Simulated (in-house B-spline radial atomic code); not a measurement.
Successive ionisation energies of lutetium; each step leads to the configuration of the next row (after the last: [Ne] 3s2). Dirac energy differences include first-order Breit, QED and recoil terms. NIST's values go from ground level to ground level; the uncertainty of those that are theory runs from under 0.1 % in few-electron ions to several per cent in heavy many-electron ones. Computed with a radial B-spline atomic code at the basis-set limit: Dirac-Hartree-Fock, jj configuration that fills j = l - 1/2 first, finite nuclei.

A number in brackets counts the electrons of a j subshell.

```json
{"ion": "Lu40+", "configuration": "[Ar] 3d10 4s2 4p1/2(1)", "ionisation energy (eV)": "1932.2", "tabulated value (eV)": "1933", "tabulated kind": "tabulated theory", "computed minus tabulated (eV)": "-1", "highest orbital": "4p1/2", "largest mean radius (bohr)": "0.42037"}
{"ion": "Lu41+", "configuration": "[Ar] 3d10 4s2", "ionisation energy (eV)": "2067.5", "tabulated value (eV)": "2067", "tabulated kind": "tabulated theory", "computed minus tabulated (eV)": "0", "highest orbital": "4s1/2", "largest mean radius (bohr)": "0.41838"}
{"ion": "Lu42+", "configuration": "[Ar] 3d10 4s1", "ionisation energy (eV)": "2125.4", "tabulated value (eV)": "2125.5", "tabulated kind": "semi-empirical", "computed minus tabulated (eV)": "0", "highest orbital": "4s1/2", "largest mean radius (bohr)": "0.41599"}
{"ion": "Lu43+", "configuration": "[Ar] 3d10", "ionisation energy (eV)": "3590.5", "tabulated value (eV)": "3590", "tabulated kind": "tabulated theory", "computed minus tabulated (eV)": "0", "highest orbital": "3d5/2", "largest mean radius (bohr)": "0.21023"}
{"ion": "Lu44+", "configuration": "[Ar] 3d3/2(4) 3d5/2(5)", "ionisation energy (eV)": "3711.1", "tabulated value (eV)": "3706", "tabulated kind": "tabulated theory", "computed minus tabulated (eV)": "5", "highest orbital": "3d5/2", "largest mean radius (bohr)": "0.20899"}
{"ion": "Lu45+", "configuration": "[Ar] 3d3/2(4) 3d5/2(4)", "ionisation energy (eV)": "?", "tabulated value (eV)": "?", "tabulated kind": "tabulated theory", "computed minus tabulated (eV)": "?", "highest orbital": "?", "largest mean radius (bohr)": "?"}
{"ion": "Lu46+", "configuration": "[Ar] 3d3/2(4) 3d5/2(3)", "ionisation energy (eV)": "?", "tabulated value (eV)": "?", "tabulated kind": "tabulated theory", "computed minus tabulated (eV)": "?", "highest orbital": "?", "largest mean radius (bohr)": "?"}
{"ion": "Lu47+", "configuration": "[Ar] 3d3/2(4) 3d5/2(2)", "ionisation energy (eV)": "4082.2", "tabulated value (eV)": "4086", "tabulated kind": "tabulated theory", "computed minus tabulated (eV)": "-4", "highest orbital": "3d5/2", "largest mean radius (bohr)": "0.20532"}
{"ion": "Lu48+", "configuration": "[Ar] 3d3/2(4) 3d5/2(1)", "ionisation energy (eV)": "4208.9", "tabulated value (eV)": "4211", "tabulated kind": "tabulated theory", "computed minus tabulated (eV)": "-2", "highest orbital": "3d5/2", "largest mean radius (bohr)": "0.20412"}
{"ion": "Lu49+", "configuration": "[Ar] 3d3/2(4)", "ionisation energy (eV)": "?", "tabulated value (eV)": "?", "tabulated kind": "tabulated theory", "computed minus tabulated (eV)": "?", "highest orbital": "?", "largest mean radius (bohr)": "?"}
{"ion": "Lu50+", "configuration": "[Ar] 3d3/2(3)", "ionisation energy (eV)": "4534.8", "tabulated value (eV)": "4532", "tabulated kind": "tabulated theory", "computed minus tabulated (eV)": "3", "highest orbital": "3d3/2", "largest mean radius (bohr)": "0.20165"}
{"ion": "Lu51+", "configuration": "[Ar] 3d3/2(2)", "ionisation energy (eV)": "4668.2", "tabulated value (eV)": "4673", "tabulated kind": "tabulated theory", "computed minus tabulated (eV)": "-5", "highest orbital": "3d3/2", "largest mean radius (bohr)": "0.20038"}
{"ion": "Lu52+", "configuration": "[Ar] 3d3/2(1)", "ionisation energy (eV)": "4803.1", "tabulated value (eV)": "4803", "tabulated kind": "tabulated theory", "computed minus tabulated (eV)": "0", "highest orbital": "3d3/2", "largest mean radius (bohr)": "0.19912"}
{"ion": "Lu53+", "configuration": "[Ne] 3s2 3p6", "ionisation energy (eV)": "5167.8", "tabulated value (eV)": "5168", "tabulated kind": "tabulated theory", "computed minus tabulated (eV)": "0", "highest orbital": "3p3/2", "largest mean radius (bohr)": "0.19788"}
{"ion": "Lu54+", "configuration": "[Ne] 3s2 3p1/2(2) 3p3/2(3)", "ionisation energy (eV)": "5285.9", "tabulated value (eV)": "5282", "tabulated kind": "tabulated theory", "computed minus tabulated (eV)": "4", "highest orbital": "3p3/2", "largest mean radius (bohr)": "0.19684"}
{"ion": "Lu55+", "configuration": "[Ne] 3s2 3p1/2(2) 3p3/2(2)", "ionisation energy (eV)": "5404.9", "tabulated value (eV)": "5408", "tabulated kind": "tabulated theory", "computed minus tabulated (eV)": "-3", "highest orbital": "3p3/2", "largest mean radius (bohr)": "0.19608"}
{"ion": "Lu56+", "configuration": "[Ne] 3s2 3p1/2(2) 3p3/2(1)", "ionisation energy (eV)": "5524.8", "tabulated value (eV)": "5525", "tabulated kind": "tabulated theory", "computed minus tabulated (eV)": "0", "highest orbital": "3p3/2", "largest mean radius (bohr)": "0.19533"}
{"ion": "Lu57+", "configuration": "[Ne] 3s2 3p1/2(2)", "ionisation energy (eV)": "5936.4", "tabulated value (eV)": "5937", "tabulated kind": "tabulated theory", "computed minus tabulated (eV)": "-1", "highest orbital": "3p1/2", "largest mean radius (bohr)": "0.19458"}
{"ion": "Lu58+", "configuration": "[Ne] 3s2 3p1/2(1)", "ionisation energy (eV)": "6069.9", "tabulated value (eV)": "6070", "tabulated kind": "tabulated theory", "computed minus tabulated (eV)": "0", "highest orbital": "3p1/2", "largest mean radius (bohr)": "0.19379"}
```

(1) Fill in the row of Lu45+.

(2) Fill in the row of Lu46+.

(3) Fill in the row of Lu49+.

(4) Where is the largest jump?

Answers

(1) ionisation energy (eV): 3833.2; tabulated value (eV): 3828; computed minus tabulated (eV): 5; highest orbital: 3d5/2; largest mean radius (bohr): 0.20776.

(2) ionisation energy (eV): 3956.9; tabulated value (eV): 3960; computed minus tabulated (eV): -3; highest orbital: 3d5/2; largest mean radius (bohr): 0.20654.

(3) ionisation energy (eV): 4403.1; tabulated value (eV): 4403; computed minus tabulated (eV): 0; highest orbital: 3d3/2; largest mean radius (bohr): 0.20293.

(4) From Lu42+ to Lu43+, by a factor of 1.69 (2125.4 to 3590.5 eV); the highest orbital goes from 4s1/2 to 3d5/2.
